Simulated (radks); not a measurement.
Task: The zinc ion Zn12+, 18 electrons, occupied as [Ar]. Calculated with a radial shooting solver on a logarithmic mesh with Libxc functionals: scalar-relativistic Kohn-Sham, exchange-only LDA, spin-polarised, spherical densities, point nucleus. Some entries of the table are withheld. Estimate them.

orbital  occ.  eigenvalue (eV)  <1/r> (bohr^-1)  <r^2> (bohr^2)
1s          2        -9871.998            30.17        0.003417
2s          2        -1528.904            6.594         0.06005
2p          6              (1)            6.468         0.04786
3s          2        -446.1664            2.371          0.4206
3p          6              (2)            2.277             (3)
3d          0        -326.3719            2.112          0.3817
4s          0              (4)            1.126           1.785

Result: 
(1) 2p eigenvalue (eV): -1376.325
(2) 3p eigenvalue (eV): -398.9262
(3) 3p <r^2> (bohr^2): 0.4239
(4) 4s eigenvalue (eV): -199.3648
